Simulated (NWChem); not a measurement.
# GaH$_{2}$O$_{2}$F; SMILES [OH][Ga]([OH])[F]

```xyz
6

Ga    -0.0057     0.0126     0.0000
F     -1.4178    -1.0108     0.0000
O     -0.2468     1.7589     0.0000
H      0.5812     2.2514     0.0000
O      1.5958    -0.7393     0.0000
H      1.5643    -1.7023     0.0000
```
Atoms are numbered in this order, from 1.

Program: NWChem. All runs use the structure optimised with PBE0/def2-SVP. Ions are spin-unrestricted doublets at the neutral geometry; other ion states weren't tried.

For level BHandHLYP/aug-cc-pVDZ:

```yaml
vertical ionisation energy, ΔSCF (eV): 12.09
"−ε(HOMO) (eV)": 11.10
```

How do the values read with level Hartree-Fock/aug-cc-pVDZ instead?


| Item | Value |
|---|---|
| vertical ionisation energy, ΔSCF (eV) | 11.72 |
| −ε(HOMO) (eV) | 13.81 |
